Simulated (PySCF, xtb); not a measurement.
Al(Me)(Et)(OH) (C3H9AlO), SMILES C[CH2][Al]([CH3])[OH]. One conformer was computed; it need not be the lowest.

Harmonic wavenumbers (cm⁻¹) from GFN2-xTB in xtb at its own minimum, in rising order: 26, 70, 99, 141, 156, 226, 248, 397, 476, 489, 520, 580, 616, 655, 891, 917, 980, 1042, 1221, 1232, 1294, 1407, 1458, 1463, 1471, 1503, 1505, 2882, 2910, 2944, 2953, 2973, 2979, 3004, 3013, 3770.

Question: What does PBE-D3(BJ)/def2-SVP run with PySCF 2.14.0 give at its own minimum? (Estimate from the structure and the level; the computed values follow.)

Answer: 21, 40, 93, 144, 177, 236, 291, 397, 512, 541, 583, 625, 643, 701, 835, 892, 928, 1016, 1161, 1169, 1197, 1344, 1373, 1377, 1379, 1422, 1434, 2944, 2950, 2964, 2985, 3024, 3035, 3051, 3076, 3801. Paired by order, the mean absolute difference is 46 cm⁻¹ and the zero-point energies are 69.3 and 69.1 kcal/mol.
